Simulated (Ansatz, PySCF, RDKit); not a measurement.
Dimer: HF (SMILES F) (first 2 atoms) with C2H4 (SMILES C=C); geometry from B3LYP-D3(BJ)/def2-TZVP, rigid monomers moved along the line of their centres of mass till H2···C4 is 2.02 Å.
(charge 0, multiplicity 1):
```xyz
8

F     -0.04402     0.39981    -0.26978
H     -0.01822     0.28339     0.65836
C      0.40066    -0.50221     2.46720
C     -0.33249     0.59457     2.62499
H     -0.05386    -1.47987     2.36160
H      1.48313    -0.46477     2.44698
H      0.12226     1.57107     2.73990
H     -1.41471     0.55595     2.65454
```

Monomers are frozen at their geometry in the pair; levels with a basis set take the counterpoise correction. Rows marked so take none. RDKit's UFF carries no charges.

Frozen-core correlation. Rows in 3-21G, 6-31G* carry no dispersion term and start afresh at each structure (6-31G* with six Cartesian d functions).

Programs: Ansatz (a first-principles code); PySCF for 3-21G rows, 6-31G* rows, the dispersion terms; RDKit for the force fields. Each number belongs to the level named beside it.

```tsv
level	interaction energy (kJ/mol)
UFF	218.5
HF/3-21G (no counterpoise)	-7.9
HF/aug-cc-pVDZ	-3.6
B3LYP/6-31G*	-10.2
B3LYP/6-31G* (no counterpoise)	-18.7
PBE0-D4/def2-TZVPPD	-21.0
wB97X-V/def2-TZVPPD	-18.2
MP2/aug-cc-pVDZ	?
CCSD(T)/aug-cc-pVDZ	-10.1
```

**Question.** Some entries are withheld; supply them.

**Answer.** 
- MP2/aug-cc-pVDZ, interaction energy (kJ/mol): -12.2
